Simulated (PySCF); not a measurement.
# RbAl⁺: frontier orbitals

PBE0 at R = 4.101 Å; basis Rb def2-SVP with ECP28, Al def2-SVP; scalar-relativistic core potentials; PySCF 2.14. State: ²Π (doublet), unpaired electrons π ↑, a second solution, started from another occupation. Only the outer orbitals are listed, counted within each symmetry, core potentials removing the inner ones.

| spin | orbital | occ. | ε (eV) | on Rb (%) | main shells (%) |
| --- | --- | --- | --- | --- | --- |
| α | 4σ | 1 | -40.72 | 100 | 100 Rb s |
| α | 5σ | 1 | -23.26 | 100 | 100 Rb p |
| α | 2π | 1 | -23.25 | 100 | 100 Rb p |
| α | 2π | 1 | -23.24 | 100 | 100 Rb p |
| α | 6σ | 1 | -12.51 | 0 | 99 Al s |
| α | 3π | 1 | -7.32 | 4 | 96 Al p |
| α | 7σ | 0 | -6.09 | 36 | 63 Al p, 34 Rb s |
| α | 3π | 0 | -5.45 | 9 | 91 Al p |
| α | 8σ | 0 | -4.74 | 71 | 67 Rb s, 30 Al p |
| β | 4σ | 1 | -40.71 | 100 | 100 Rb s |
| β | 5σ | 1 | -23.26 | 100 | 100 Rb p |
| β | 2π | 1 | -23.25 | 100 | 100 Rb p |
| β | 2π | 1 | -23.24 | 100 | 100 Rb p |
| β | 6σ | 1 | -11.71 | 1 | 98 Al s |
| β | 7σ | 0 | -5.88 | 42 | 55 Al p, 41 Rb s |
| β | 3π | 0 | -5.18 | 10 | 90 Al p |
| β | 8σ | 0 | -4.62 | 65 | 59 Rb s, 37 Al p |

Which are the highest filled and the lowest empty level, where do they sit, and how wide is the gap?

Highest filled α 3π at -7.32 eV (in %: 96 Al p); lowest empty α 7σ at -6.09 eV (in %: 63 Al p, 34 Rb s); the gap at PBE0 is 1.23 eV.

| Quantity | Value |
| --- | --- |
| bond order (Mayer) | 0.12 |
| ⟨S²⟩ | 0.754 |
| charge on Rb (Mulliken, basis-dependent) | 0.94 |
| charge on Rb (Löwdin, basis-dependent) | 0.70 |
| dipole moment (positive dipole points towards Al; it is taken about the centre of mass and depends on that origin) | -2.96 D |

Spin–orbit coupling is left out.
